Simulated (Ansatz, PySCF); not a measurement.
System: dibromo(chloro)borane, sum formula BBr2Cl, charge 0, multiplicity 1. 
Coordinates optimised at B3LYP-D3(BJ)/def2-TZVP (Ansatz, a first-principles code):
SMILES: ClB(Br)Br
```xyz
4

B     -0.0158     0.4056    -0.0030
Cl    -0.0835     2.1438    -0.0159
Br     1.6738    -0.4853    -0.0090
Br    -1.6310    -0.6139     0.0171
```
Charge 0, spin multiplicity 1.

Wanted: atomisation energy (electronic, to ground-state atoms), in kcal/mol. Correlated levels leave the core frozen unless marked. UHF or UKS for open shells. No spin-orbit coupling. Frozen are the shells of the preceding noble gas and the d and f shells that filled before the atom's block. Non-relativistic. The coupled-cluster limit lacks core correlation, which all-electron functionals hold. CBS(X,Y): correlation extrapolated as X^-3; Hartree-Fock from the larger set. [CCSD(T)-MP2]/basis is that difference in the basis named.

| level | program | atomisation energy (kcal/mol) | minus last row |
|---|---|---|---|
| HF/6-31G | Ansatz | 180.6 | -109.7 |
| HF/def2-TZVPD | PySCF | 214.0 | -76.3 |
| PBE0-D4/def2-TZVP | Ansatz + dftd4 | 300.9 | 10.6 |
| PBE0/def2-QZVPP | Ansatz | 297.2 | 6.9 |
| HSE06-D3(BJ)/def2-TZVPD | Ansatz + dftd3 | 300.9 | 10.6 |
| CAM-B3LYP/def2-TZVPD | Ansatz | 283.8 | -6.5 |
| B2PLYP-D3(BJ)/def2-TZVPD | Ansatz + dftd3 | 290.3 | 0.0 |
| B2PLYP/def2-TZVPD | Ansatz | 286.9 | -3.4 |
| MP2/6-31G* | Ansatz | 286.3 | -4.0 |
| RI-MP2/CBS(def2-TZVPPD,def2-QZVPPD) | Ansatz | 308.4 | 18.1 |
| SCS-MP2/def2-SVPD | Ansatz | 280.7 | -9.6 |
| SCS-MP2/def2-QZVPP | Ansatz | 291.8 | 1.5 |
| CCSD/def2-SVP | Ansatz | 270.2 | -20.1 |
| CCSD/CBS(def2-TZVPP,def2-QZVPP) | Ansatz | 280.8 | -9.5 |
| CCSD/CBS(def2-TZVPPD,def2-QZVPPD) | Ansatz | 280.5 | -9.8 |
| CCSD(T)/6-31G | Ansatz | 226.2 | -64.1 |
| CCSD(T)/def2-SVP | Ansatz | 276.5 | -13.8 |
| CCSD(T)/def2-TZVPPD | Ansatz | 281.7 | -8.6 |
| RI-MP2/CBS(def2-TZVPPD,def2-QZVPPD)+[CCSD(T)-MP2]/def2-SVPD | Ansatz | 290.9 | 0.6 |
| RI-MP2/CBS(def2-TZVPP,def2-QZVPP)+[CCSD(T)-MP2]/def2-TZVPP | Ansatz | 290.1 | -0.2 |
| CCSD(T)/CBS(def2-TZVPPD,def2-QZVPPD) | Ansatz | 290.3 | 0.0 |
